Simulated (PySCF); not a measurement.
Computed properties of Te(Me)(SiMe3) (C4H12SiTe), SMILES C[Te][Si](C)(C)C

C₄H₁₂SiTe, SMILES C[Te][Si](C)(C)C. Geometry: B3LYP-D3(BJ)/def2-SVP. The def2 effective core potentials stand for the cores of Te; spin–orbit coupling is left out. The values are those of a single conformer. All values are computed for the isolated molecule unless a solvent is named; none is compared with measurement here.

**Structure.** All 48 harmonic modes at B3LYP-D3(BJ)/def2-SVP (PySCF) are real, so it is a minimum. With heavy atoms numbered as in [Te:1]([CH3:2])[Si:6]([CH3:7])([CH3:8])[CH3:9], the shortest bond between them is Si6–C7 at 1.885 Å and the longest Te1–Si6 at 2.534 Å.

**Vibrations.** The strongest infrared lines (harmonic, unscaled, degenerate partners summed) lie at 860 cm⁻¹ (174 km/mol, H 64 %, C 22 %, Si 14 %), 862 cm⁻¹ (85 km/mol, H 63 %, C 22 %, Si 15 %), 860 cm⁻¹ (68 km/mol, H 62 %, C 23 %, Si 16 %). The softest mode is at 31 cm⁻¹ and the zero-point energy is 92.4 kcal/mol.

**Electronic structure.** HF/def2-TZVP (PySCF) places the frontier levels at -7.98 and 2.50 eV, a gap of 10.48 eV, and gives a dipole moment of 1.99 D.

**Excitations.** TDA-M06-2X/def2-SVPD (PySCF) has S1 at 3.85 eV (322 nm, f = 0.001, dark); the most intense of the 6 singlets computed lies at 5.65 eV (f = 0.06). T1 (TDA) is at 3.46 eV, 0.39 eV under S1. No vertical singlet excitation falls in the visible range (under 3.1 eV).
